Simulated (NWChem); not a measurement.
CH6AlClSi; SMILES [Cl][Al]([SiH3])[CH3]

**Question.** Give the equilibrium geometry at PBE-D3(BJ)/def2-SVP (NWChem) as a list of bonds and angles, with the point group.

**Answer.** point group C1; any orientation.
Bonds (Å): Al1–Cl2 2.133, Al1–C3 1.957, Al1–Si7 2.455, C3–H4 1.111, C3–H5 1.112, C3–H6 1.108, Si7–H8 1.509, Si7–H9 1.509, Si7–H10 1.509. Bond angles (°): Cl2–Al1–C3 118.4, Cl2–Al1–Si7 115.2, C3–Al1–Si7 126.4, Al1–C3–H4 110.7, Al1–C3–H5 110.3, Al1–C3–H6 112.6, H4–C3–H5 106.4, H4–C3–H6 108.4, H5–C3–H6 108.2, Al1–Si7–H8 112.4, Al1–Si7–H9 110.9, Al1–Si7–H10 110.9, H8–Si7–H9 107.6, H8–Si7–H10 107.6, H9–Si7–H10 107.2.
